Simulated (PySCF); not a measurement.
## Interval between two levels of Cu³⁺ by level of theory

Cu³⁺ [Ar] 3d8 [3F4, M_J = 4] → Cu³⁺ [Ar] 3d7 4s1 [5F5, M_J = 5], as a difference of total energies. Computed with PySCF 2.14 in x2c-TZVPall-2c with one added diffuse shell each of s, p, d type (7s8p5d1f, 63 functions), with the two-component X2C-1e Hamiltonian. Correlated levels: [Ne] frozen; the 6 highest virtual spinors dropped. "Screened" scales the spin-orbit matrix elements by Boettger's factors to mimic the two-electron term; Breit and QED terms are absent.

```
                    method  interval between two levels (cm⁻¹)
           GHF (spin-free)                              119360
          GMP2 (spin-free)                              130490
 GHF (screened spin-orbit)                              119170
GMP2 (screened spin-orbit)                              130310
```

The labels give the starting determinants; with spin-orbit coupling the two ends relaxed to ⟨J²⟩ = 20.00, ⟨L²⟩ = 12.01, ⟨S²⟩ = 2.00 and ⟨J²⟩ = 30.00, ⟨L²⟩ = 12.03, ⟨S²⟩ = 5.99.
